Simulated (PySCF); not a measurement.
# Atomic charges by several schemes

Compound: 1,3,5-norcaratriene, C7H6.
Atom-mapped SMILES: `[cH:1]1[cH:2][cH:3][c:4]2[c:5]([cH:6]1)[CH2:7]2` (hydrogens: H8 on C1; H9 on C2; H10 on C3; H11 on C6; H12, H13 on C7)

Structure used (PBE0-D3(BJ)/def2-SVP), in Å, numbered top down from 1:
```
atom  x, y, z in Å
C1    -1.5954    0.5967   -0.0845
C2    -1.5099   -0.7823    0.1504
C3    -0.2747   -1.4551    0.2457
C4     0.8133   -0.6243    0.0853
C5     0.7306    0.7056   -0.1415
C6    -0.4520    1.4061   -0.2424
C7     2.1007    0.1174   -0.0633
H8    -2.5857    1.0556   -0.1471
H9    -2.4365   -1.3514    0.2628
H10   -0.2248   -2.5313    0.4292
H11   -0.5351    2.4803   -0.4252
H12    2.6935   -0.0026   -0.9827
H13    2.7233    0.3074    0.8241
```

Density: PBE0/pcSseg-1 (PySCF); schemes: Mulliken, IAO, Hirshfeld and ESP-fitted. Isolated species at its PBE0-D3(BJ)/def2-SVP geometry, gas phase.

Q: Give the atomic charges in each scheme.

A: In e:

| atom | environment | Mulliken | IAO | Hirshfeld | ESP-fitted |
| --- | --- | --- | --- | --- | --- |
| C1 | aromatic CH carbon | -0.121 | -0.151 | -0.049 | -0.151 |
| C2 | aromatic CH carbon | -0.121 | -0.151 | -0.049 | -0.151 |
| C3 | aromatic CH carbon | -0.085 | -0.154 | -0.043 | -0.260 |
| C4 | substituted aromatic carbon | -0.103 | -0.023 | -0.024 | +0.170 |
| C5 | substituted aromatic carbon | -0.103 | -0.023 | -0.024 | +0.167 |
| C6 | aromatic CH carbon | -0.085 | -0.154 | -0.043 | -0.256 |
| C7 | benzylic-type carbon | -0.087 | -0.251 | -0.061 | -0.525 |
| H8 | aromatic hydrogen | +0.101 | +0.151 | +0.048 | +0.148 |
| H9 | aromatic hydrogen | +0.101 | +0.151 | +0.048 | +0.148 |
| H10 | aromatic hydrogen | +0.100 | +0.154 | +0.051 | +0.164 |
| H11 | aromatic hydrogen | +0.100 | +0.154 | +0.051 | +0.163 |
| H12 | methylene hydrogen | +0.152 | +0.148 | +0.048 | +0.192 |
| H13 | methylene hydrogen | +0.152 | +0.148 | +0.048 | +0.192 |

Mean size of the charges over all atoms: ESP-fitted 0.207 e, IAO 0.139 e, Mulliken 0.109 e, Hirshfeld 0.045 e. Each set sums to the total charge, 0, to within 0.001 e. The Mulliken scheme counts on each atom the diagonal of the density matrix times the overlap matrix over that atom's basis functions. The Hirshfeld scheme divides the density at each point in proportion to the densities of the neutral, spherically averaged free atoms.

Lowest charge. The schemes don't all agree: Mulliken C1 and C2 (-0.121); IAO C7 (-0.251); Hirshfeld C7 (-0.061); ESP-fitted C7 (-0.525).

Highest charge. The schemes don't all agree: Mulliken H12 and H13 (+0.152); IAO H10 and H11 (+0.154); Hirshfeld H10 and H11 (+0.051); ESP-fitted H12 and H13 (+0.192).

Q: How many electrons does the IAO scheme count on C5?

A: Z − q = 6 − (-0.023) = 6.023.

Q: Sum the charges by element.

A: 
```json
{"element": "C", "atoms": "7", "Mulliken": "-0.706", "IAO": "-0.906", "Hirshfeld": "-0.294", "ESP-fitted": "-1.006"}
{"element": "H", "atoms": "6", "Mulliken": "+0.706", "IAO": "+0.906", "Hirshfeld": "+0.294", "ESP-fitted": "+1.006"}
```

Q: How closely do the schemes follow one another over all atoms?

A: Correlation coefficient and root-mean-square difference: IAO with Hirshfeld 0.98, 0.105 e; Mulliken with Hirshfeld 0.96, 0.067 e; Mulliken with IAO 0.90, 0.069 e; IAO with ESP-fitted 0.90, 0.115 e; Hirshfeld with ESP-fitted 0.80, 0.194 e; Mulliken with ESP-fitted 0.64, 0.179 e.
